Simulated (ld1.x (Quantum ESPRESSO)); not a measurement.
Ti (Z = 22), ultrasoft: configuration errors across variants

- Element: titanium (Ti)
- Generator: ld1.x (Quantum ESPRESSO) 7.5
- Type: ultrasoft
- Functional: BLYP
- Relativity: scalar-relativistic
- Frozen core: [Ar]
- Valence charge: 4
- Reference configuration: 3d2 4s1.75 4p0.25
- Partial waves: 4s (bound): rcut 2.20, rcutus 2.90 bohr; 4s channel at 0.05 Ry: rcut 2.20, rcutus 2.90 bohr; 4p (bound): rcut 3.00, rcutus 3.35 bohr; 4p channel at 1.35 Ry: rcut 3.00, rcutus 3.35 bohr; 3d (bound): rcut 1.70, rcutus 2.40 bohr; 3d channel at 3.2 Ry: rcut 1.70, rcutus 2.40 bohr
- Local potential: all-electron potential smoothed inside 1.95 bohr (lloc = -1)
- Core correction: a·sin(br)/r model core inside 1.30 bohr
- Augmentation charge: PSQ, radius 1.30 bohr

All-electron excitation energies from the reference (eV): (1) 3d2 4s2 4p0 -0.756; (2) 3d2 4s1 4p0 6.531; (3) 3d2 4s0 4p0 20.249; (4) 3d1 4s0 4p0 47.194; (5) 3d3 4s1 4p0 0.358; (6) 3d1 4s2 4p0 8.875; (7) 3d2 4s1.5 4p0 2.131.

3 further variants failed, have other tests or another functional or relativity, and are left out.

Errors AE − PS in meV (a dash: test not solved or not reliable):

| change | (1) | (2) | (3) | (4) | (5) | (6) | (7) | bound ghosts |
| --- | --- | --- | --- | --- | --- | --- | --- | --- |
| base | 0.0 | -1.0 | -12 | -677 | -69 | -94 | -0.2 | none |
| local potential all-electron potential smoothed inside 2.78 bohr (lloc = -1) | 0.0 | -2.4 | -22 | -698 | -90 | -248 | -0.4 | none |
| augmentation PSQ, inside the norm-conserving radii | +0.1 | -1.8 | -14 | -610 | -73 | -144 | -0.4 | none |
| waves 4p (bound): rcut 3.00, rcutus 4.22 bohr; 4p channel at 1.35 Ry: rcut 3.00, rcutus 4.22 bohr | 0.0 | -1.0 | -12 | -675 | -69 | -94 | -0.2 | none |
| core correction a·sin(br)/r model core inside 1.28 bohr | 0.0 | -1.1 | -12 | -679 | -69 | -95 | -0.2 | none |
| local potential all-electron potential smoothed inside 2.50 bohr (lloc = -1) | 0.0 | -3.3 | -28 | -711 | -100 | -246 | -0.5 | none |
| waves 3d (bound): rcut 1.70, rcutus 2.66 bohr; 3d channel at 3.2 Ry: rcut 1.70, rcutus 2.66 bohr | 0.0 | -1.5 | -15 | -681 | -75 | -97 | -0.2 | none |

Q: Give the same row for: wave 3d channel at 3.2 Ry: rcut 1.70, rcutus 2.40 bohr becomes 3d channel at 1.42 Ry: rcut 1.70, rcutus 2.40 bohr.

A: 0.0, -1.3, -13, -707, -72, -98, -0.2; bound ghosts: none.
